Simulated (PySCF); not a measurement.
Identify the compound

An unknown has the formula C₂H₆B₂O₄. Its calculated NMR data are:

$^{1}$H NMR (400 MHz, computed): δ 4.55 (br s, 2H), 4.13 (s, 4H).

$^{13}$C{$^{1}$H} NMR (computed): δ 68.2 (CH2).

Calculated, not measured (PySCF 2.14): spin–spin couplings from B3LYP/pcJ-1 (spin–dipole term only in couplings to heteroatoms), CAM-B3LYP/pcSseg-1 with gauge-including orbitals, geometry from PBE0-D3(BJ)/def2-SVP. One averaged value for each set of equivalent atoms, gas phase, one computed conformer, non-relativistic.

Scale: $^{1}$H and $^{13}$C against TMS (reference shieldings calculated alike).

Question: Propose a structure and justify it.

Answer: 
1. 1 carbon signal for 2 carbons: some carbons are equivalent by symmetry or fast rotation.
2. Carbon types of the structure: 2 × CH2, leaving 2 H on heteroatoms.
3. δC 68.2: sp3 CH2 bonded to O; the inductive effect lowers its shielding.
4. δH 4.55: hydrogen on an oxygen bonded to B; labile proton, position sensitive to the medium.
5. δH 4.13: hydrogen on an sp3 CH2 bonded to O; its carbon carries O, which withdraws density.

Structure: `InChI=1S/C2H6B2O4/c5-3(6)4-7-1-2-8-4/h5-6H,1-2H2`.

The shifts were computed for this structure.

Exchangeable OH/NH protons stand at their gas-phase positions; hydrogen bonding in a real sample shifts them, mostly to higher δ. Shifts are as computed, not scaled to solution data. Of 1211 compounds with measured shifts, 218 miss one by over three times the rms of a fit or turn the order of signals round; such compounds aren't used in these exercises.
